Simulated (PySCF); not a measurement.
Cl2FH3Si2, SMILES F[Si]([SiH3])(Cl)Cl. Atoms are numbered in the order given.

```xyz
8

F     -0.3007     1.8788     0.0000
Si    -0.0825     0.2749     0.0000
Si     2.1807    -0.2710     0.0000
Cl    -1.0177    -0.4643     1.6767
Cl    -1.0177    -0.4643    -1.6767
H      2.8223     0.2899    -1.2243
H      2.8223     0.2899     1.2243
H      2.2876    -1.7587     0.0000
```
Charge 0, spin multiplicity 1.

The structure is a stationary point at r2SCAN-D4/def2-SVP. The structure was generated by enumeration, and PubChem lists no compound with its InChIKey, so it may never have been made.

Computed with PySCF with HF/def2-TZVP.

Gas-phase values at a fixed geometry.

Estimate the frontier levels, gap, dipole moment and polarisability. (An estimate is asked for; the answer gives what the named calculation found.)


The highest occupied level is -11.71 eV and the lowest empty level is 2.72 eV. The orbital gap comes out as 14.44 eV and the dipole moment is 2.02 D. The quadrupole, principal values (traceless, Buckingham form, about the centre of nuclear charge) is -3.28, -0.54, 3.82 D·Å and the mean static polarisability comes out as 69.1 bohr³ (10.24 Å³). The polarisability, principal values is 58.2, 73.6, 75.5 bohr³.
